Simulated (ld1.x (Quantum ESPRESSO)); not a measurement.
**hafnium (Hf), TM: configuration errors across variants**

* Element: hafnium (Hf)
* Generator: ld1.x (Quantum ESPRESSO) 7.5
* Type: norm-conserving Troullier–Martins (Kleinman–Bylander form)
* Functional: LDA (PZ)
* Relativity: fully relativistic
* Frozen core: [Xe] 4f14
* Valence charge: 4
* Reference configuration: 5d2 6s2 6p0
* Partial waves: 6p (bound, empty): rc 3.75 bohr; 5d (bound): rc 1.70 bohr; 6s (bound): rc 2.25 bohr
* Local potential: the s channel
* Core correction: Bessel-smoothed model core inside 1.60 bohr

Open shells are filled in proportion to 2j + 1 (rel_dist='average').

All-electron excitation energies from the reference (eV): (1) 5d2 6s1 6p0 8.200; (2) 5d2 6s0 6p0 22.701; (3) 5d1 6s0 6p0 44.795; (4) 5d1 6s2 6p0 6.733; (5) 5d3 6s1 6p0 2.580; (6) 5d2 6s0 6p1 12.952; (7) 5d2.5 6s1.5 6p0 1.245.

1 further variants failed, have other tests or too few solved ones, and are left out.

A true bound ghost makes a file unfit for plane-wave use even where its test errors are small: the radial tests pick states by their node count and pass the ghost by.

Errors AE − PS in meV (a dash: test not solved or not reliable):

```csv
change,(1),(2),(3),(4),(5),(6),(7),bound ghosts
base,-3.2,-34,-304,-46,-33,-14,-8.8,none
"all radii but the core radius scaled by about 0.84 (s 1.88, p 3.14, d 1.42 bohr)",+8.5,-65,-394,+39,-26,-55,-6.6,"p1/2, s (extra level of the local part)"
"all radii but the core radius scaled by about 0.91 (s 2.04, p 3.40, d 1.54 bohr)",-0.4,-33,-335,-3.9,-23,-20,-5.9,none
"all radii but the core radius scaled by about 0.97 (s 2.18, p 3.62, d 1.64 bohr)",-1.9,-31,-317,-29,-27,-15,-7.2,none
"all radii but the core radius scaled by about 1.05 (s 2.36, p 3.94, d 1.78 bohr)",-3.6,-35,-299,-52,-35,-12,-9.4,none
"all radii but the core radius scaled by about 1.09 (s 2.46, p 4.08, d 1.86 bohr)",-4.5,-38,-291,-62,-39,-12,-11,none
"all radii but the core radius scaled by about 1.16 (s 2.62, p 4.36, d 1.98 bohr)",-5.3,-40,-283,-69,-43,-6.7,-12,none
"all radii but the core radius scaled by about 1.23 (s 2.78, p 4.62, d 2.10 bohr)",-5.4,-40,-281,-70,-43,-1.2,-12,none
"all radii but the core radius scaled by about 1.32 (s 2.98, p 4.96, d 2.24 bohr)",-5.1,-40,-287,-67,-42,+9.0,-11,none
```

Give the same row for: all radii but the core radius scaled by about 1.38 (s 3.10, p 5.16, d 2.34 bohr).

-4.9, -40, -292, -64, -40, +17, -11; bound ghosts: none.
